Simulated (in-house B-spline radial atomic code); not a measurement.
Inner levels of lanthanum as electrons are removed. A shift is the extra binding of the orbital against the neutral atom ([Xe] 5d1 6s2). The density at the nucleus is averaged over the nuclear charge. Computed with a B-spline radial code for spherical atoms: Dirac-Hartree-Fock, average of the configuration, finite nuclei.

```json
{"ion": "La41+", "configuration": "[Ne] 3s2 3p4", "shift of 1s1/2 (eV)": "2493.88", "radius of 1s1/2 (bohr)": "0.025056", "Σ<r²> (bohr²)": "0.53645", "change of density at nucleus (bohr⁻³)": "746.01"}
{"ion": "La42+", "configuration": "[Ne] 3s2 3p3", "shift of 1s1/2 (eV)": "2633.13", "radius of 1s1/2 (bohr)": "0.025053", "Σ<r²> (bohr²)": "0.4585", "change of density at nucleus (bohr⁻³)": "942.05"}
{"ion": "La43+", "configuration": "[Ne] 3s2 3p2", "shift of 1s1/2 (eV)": "2774.27", "radius of 1s1/2 (bohr)": "0.025049", "Σ<r²> (bohr²)": "0.38252", "change of density at nucleus (bohr⁻³)": "1141.01"}
{"ion": "La44+", "configuration": "[Ne] 3s2 3p1", "shift of 1s1/2 (eV)": "2917.3", "radius of 1s1/2 (bohr)": "0.025045", "Σ<r²> (bohr²)": "0.30846", "change of density at nucleus (bohr⁻³)": "1342.92"}
{"ion": "La45+", "configuration": "[Ne] 3s2", "shift of 1s1/2 (eV)": "3062.22", "radius of 1s1/2 (bohr)": "0.025041", "Σ<r²> (bohr²)": "0.23626", "change of density at nucleus (bohr⁻³)": "1547.7"}
{"ion": "La46+", "configuration": "[Ne] 3s1", "shift of 1s1/2 (eV)": "?", "radius of 1s1/2 (bohr)": "?", "Σ<r²> (bohr²)": "?", "change of density at nucleus (bohr⁻³)": "?"}
{"ion": "La47+", "configuration": "[He] 2s2 2p6", "shift of 1s1/2 (eV)": "?", "radius of 1s1/2 (bohr)": "?", "Σ<r²> (bohr²)": "?", "change of density at nucleus (bohr⁻³)": "?"}
{"ion": "La48+", "configuration": "[He] 2s2 2p5", "shift of 1s1/2 (eV)": "3682.38", "radius of 1s1/2 (bohr)": "0.02502", "Σ<r²> (bohr²)": "0.077767", "change of density at nucleus (bohr⁻³)": "-7292.46"}
{"ion": "La49+", "configuration": "[He] 2s2 2p4", "shift of 1s1/2 (eV)": "4028.67", "radius of 1s1/2 (bohr)": "0.025001", "Σ<r²> (bohr²)": "0.066707", "change of density at nucleus (bohr⁻³)": "-6777.44"}
{"ion": "La50+", "configuration": "[He] 2s2 2p3", "shift of 1s1/2 (eV)": "?", "radius of 1s1/2 (bohr)": "?", "Σ<r²> (bohr²)": "?", "change of density at nucleus (bohr⁻³)": "?"}
{"ion": "La51+", "configuration": "[He] 2s2 2p2", "shift of 1s1/2 (eV)": "4734.97", "radius of 1s1/2 (bohr)": "0.024962", "Σ<r²> (bohr²)": "0.045638", "change of density at nucleus (bohr⁻³)": "-5733.07"}
{"ion": "La52+", "configuration": "[He] 2s2 2p1", "shift of 1s1/2 (eV)": "5094.97", "radius of 1s1/2 (bohr)": "0.024942", "Σ<r²> (bohr²)": "0.035602", "change of density at nucleus (bohr⁻³)": "-5204.01"}
{"ion": "La53+", "configuration": "[He] 2s2", "shift of 1s1/2 (eV)": "5459.54", "radius of 1s1/2 (bohr)": "0.024922", "Σ<r²> (bohr²)": "0.025883", "change of density at nucleus (bohr⁻³)": "-4670.63"}
{"ion": "La54+", "configuration": "[He] 2s1", "shift of 1s1/2 (eV)": "5783.4", "radius of 1s1/2 (bohr)": "0.024919", "Σ<r²> (bohr²)": "0.013653", "change of density at nucleus (bohr⁻³)": "-24133.7"}
{"ion": "La55+", "configuration": "1s2", "shift of 1s1/2 (eV)": "6110.26", "radius of 1s1/2 (bohr)": "0.024907", "Σ<r²> (bohr²)": "0.0016821", "change of density at nucleus (bohr⁻³)": "-44062.2"}
{"ion": "La56+", "configuration": "1s1", "shift of 1s1/2 (eV)": "7143.74", "radius of 1s1/2 (bohr)": "0.024729", "Σ<r²> (bohr²)": "0.00082843", "change of density at nucleus (bohr⁻³)": "-186933"}
```

(1) Fill in the row of La46+.

(2) Fill in the row of La47+.

(3) Fill in the row of La50+.

Answers

(1) shift of 1s1/2 (eV): 3200.68; radius of 1s1/2 (bohr): 0.02504; Σ<r²> (bohr²): 0.16195; change of density at nucleus (bohr⁻³): -3066.51.

(2) shift of 1s1/2 (eV): 3340.67; radius of 1s1/2 (bohr): 0.025038; Σ<r²> (bohr²): 0.089196; change of density at nucleus (bohr⁻³): -7802.49.

(3) shift of 1s1/2 (eV): 4379.53; radius of 1s1/2 (bohr): 0.024982; Σ<r²> (bohr²): 0.056002; change of density at nucleus (bohr⁻³): -6257.59.
